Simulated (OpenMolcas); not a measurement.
# OpenMolcas run: Ar5+

Input:

```
&GATEWAY
Coord
1

Ar 0.0 0.0 0.0
Basis=ANO-RCC
Group=XYZ
NoMove
AngMom=0.0 0.0 0.0
AMFI
&SEWARD
* reference wave functions (RASSCF and RASSI steps not shown): 3 electrons in 9 orbitals (RAS2 3s 3p; RAS3 3d, at most 2 electrons)
>>> COPY JOB001 $Project.JobIph
&CASPT2
Multistate=1 1
Frozen=1 0
IPEA=0.0
Imaginary=0.1
MaxIter=60
WThr=0.0 0.3 0.05
PrWF=0.5
NoMix
>>> COPY JOB002 $Project.JobIph
&CASPT2
Multistate=11 1 2 3 4 5 6 7 8 9 10 11
Frozen=1 0
IPEA=0.0
Imaginary=0.1
MaxIter=60
WThr=0.0 0.3 0.05
PrWF=0.5
NoMix
>>> COPY JOB003 $Project.JobIph
&CASPT2
Multistate=3 1 2 3
Frozen=1 0
IPEA=0.0
Imaginary=0.1
MaxIter=60
WThr=0.0 0.3 0.05
PrWF=0.5
NoMix
...
```

Launched by
```bash
OMP_NUM_THREADS=1 MOLCAS_MEM=2252 MOLCAS_PROJECT=a pymolcas a.inp > a.log  # once for each step of the input, in one work folder
```

Output, cut to the results:

```
--- CASPT2 ---
Orbital specifications:
      -----------------------

      Symmetry species                           1   2
                                                ag  au
      Frozen orbitals                            1   0
      Inactive orbitals                          1   3
      Active orbitals                            6   3
      Secondary orbitals                        43  43
      Deleted orbitals                           0   0
      Number of basis functions                 51  49
Type of calculation                        SS-CASPT2
      Fock operator                              state-specific
      IPEA shift                                 0.00
      Real shift                                 0.00
      Imaginary shift                            0.10
      The input orbitals will be transformed to quasi-canonical
Reference energy:        -519.6559159657
      E2 (Non-variational):      -0.1734213767
      Shift correction:          -0.0000035617
      E2 (Variational):          -0.1734249383
      Total energy:            -519.8293409040
      Residual norm:              0.0000004346
      Reference weight:           0.99377
      Contributions to the CASPT2 correlation energy
      Active & Virtual Only:         -0.0050035225
      One Inactive Excited:          -0.0419959458
      Two Inactive Excited:          -0.1264219083
::    CASPT2 Root  1     Total energy:   -519.82934090
--- CASPT2 ---
Orbital specifications:
      -----------------------

      Symmetry species                           1   2
                                                ag  au
      Frozen orbitals                            1   0
      Inactive orbitals                          1   3
      Active orbitals                            6   3
      Secondary orbitals                        43  43
      Deleted orbitals                           0   0
      Number of basis functions                 51  49
Type of calculation                        MS-CASPT2
      Fock operator                              state-specific
      IPEA shift                                 0.00
      Real shift                                 0.00
      Imaginary shift                            0.10
      The input orbitals will be transformed to quasi-canonical
Reference energy:        -520.8809888134
      E2 (Non-variational):      -0.1771140312
      Shift correction:          -0.0000054282
      E2 (Variational):          -0.1771194594
      Total energy:            -521.0581082729
      Residual norm:              0.0000004103
      Reference weight:           0.99305
      Contributions to the CASPT2 correlation energy
      Active & Virtual Only:         -0.0112140456
      One Inactive Excited:          -0.0377479669
      Two Inactive Excited:          -0.1281520187
Reference energy:        -520.8809888134
      E2 (Non-variational):      -0.1771140312
      Shift correction:          -0.0000054282
      E2 (Variational):          -0.1771194594
      Total energy:            -521.0581082729
      Residual norm:              0.0000004103
      Reference weight:           0.99305
      Contributions to the CASPT2 correlation energy
      Active & Virtual Only:         -0.0112140456
      One Inactive Excited:          -0.0377479669
      Two Inactive Excited:          -0.1281520187
::    CASPT2 Root  1     Total energy:   -521.05810827
::    CASPT2 Root  2     Total energy:   -521.05810827
::    CASPT2 Root  3     Total energy:   -521.05810827
::    CASPT2 Root  4     Total energy:   -519.87227324
::    CASPT2 Root  5     Total energy:   -519.87227326
::    CASPT2 Root  6     Total energy:   -519.87227322
::    CASPT2 Root  7     Total energy:   -519.87227322
::    CASPT2 Root  8     Total energy:   -519.87227322
::    CASPT2 Root  9     Total energy:   -519.71912350
::    CASPT2 Root 10     Total energy:   -519.71912350
::    CASPT2 Root 11     Total energy:   -519.71912350
::    MS-CASPT2 Root  1     Total energy:   -521.05826072
::    MS-CASPT2 Root  2     Total energy:   -521.05826072
::    MS-CASPT2 Root  3     Total energy:   -521.05826072
::    MS-CASPT2 Root  4     Total energy:   -519.87227376
::    MS-CASPT2 Root  5     Total energy:   -519.87227356
::    MS-CASPT2 Root  6     Total energy:   -519.87227325
::    MS-CASPT2 Root  7     Total energy:   -519.87227309
::    MS-CASPT2 Root  8     Total energy:   -519.87227250
::    MS-CASPT2 Root  9     Total energy:   -519.71897105
::    MS-CASPT2 Root 10     Total energy:   -519.71897105
::    MS-CASPT2 Root 11     Total energy:   -519.71897105
--- CASPT2 ---
Orbital specifications:
      -----------------------

      Symmetry species                           1   2
                                                ag  au
      Frozen orbitals                            1   0
      Inactive orbitals                          1   3
      Active orbitals                            6   3
      Secondary orbitals                        43  43
      Deleted orbitals                           0   0
      Number of basis functions                 51  49
Type of calculation                        MS-CASPT2
      Fock operator                              state-specific
      IPEA shift                                 0.00
      Real shift                                 0.00
      Imaginary shift                            0.10
      The input orbitals will be transformed to quasi-canonical
Reference energy:        -520.4381667680
      E2 (Non-variational):      -0.1649306345
      Shift correction:          -0.0000030761
      E2 (Variational):          -0.1649337106
      Total energy:            -520.6031004786
      Residual norm:              0.0000002631
      Reference weight:           0.99439
      Contributions to the CASPT2 correlation energy
      Active & Virtual Only:         -0.0043761367
      One Inactive Excited:          -0.0334490143
      Two Inactive Excited:          -0.1271054835
Reference energy:        -520.4381667680
...
```

Levels above the lowest, from the spin-orbit matrix with the single-state CASPT2 energies, averaged by term, on its diagonal:

```csv
Configuration,Term,J,E (cm-1),Measured (cm-1),g,Term weight %
3s2 3p,2P*,1/2,0.0,0.0,0.666,100
3s2 3p,2P*,3/2,1999,2208,1.334,100
3s 3p2,4P,1/2,100006,100158,2.670,100
3s 3p2,4P,3/2,100727,100958,1.735,100
3s 3p2,4P,5/2,101861,102192,1.601,100
3s 3p2,2D,3/2,132985,132463,0.800,100
3s 3p2,2D,5/2,133059,132575,1.201,100
3s 3p2,2S,1/2,170131,169804,1.993,99
3s 3p2,2P,1/2,182854,182182,0.676,99
3s 3p2,2P,3/2,184123,183577,1.334,100
```

Against the 9 measured excited levels shown (Saloman, J. Phys. Chem. Ref. Data 39, 033101 (2010)) the mean absolute deviation is 390 cm-1; the largest miss in energy is 3s 3p2 2P 1/2: computed 182854, measured 182182 cm-1 (+0.4 %), and the largest in proportion 3s2 3p 2P* 3/2 (-9.5 %).

Active for correlation alone: 3d; no level in the range computed is led by a configuration that fills it, so any true level of that kind is missing. Some terms mix strongly with configurations of 3d, whose occupation reaches 0.15 (3s 3p2 2D). Computed and measured levels are paired by configuration, term and J; levels that our copy of the source lacks, or whose pairing is in doubt (as where it misses far off the trend of its configuration), stay unpaired and out of the deviations. Levels of configurations outside the active space are missing. The first state left out of the spin-orbit step lies near 240000 cm-1 above the lowest spin-free state of the reference (among the parities and spins computed), and the list stops at four fifths of that energy or lower.

The CASPT2 steps took 48 s on 1 thread of Intel(R) Xeon(R) Platinum 8259CL CPU @ 2.50GHz (Skylake/Cascade Lake), with other jobs on the host; the integral step is not counted.

The term weight is that of the spin-free term in the level, not the purity of its configuration. * marks odd parity.
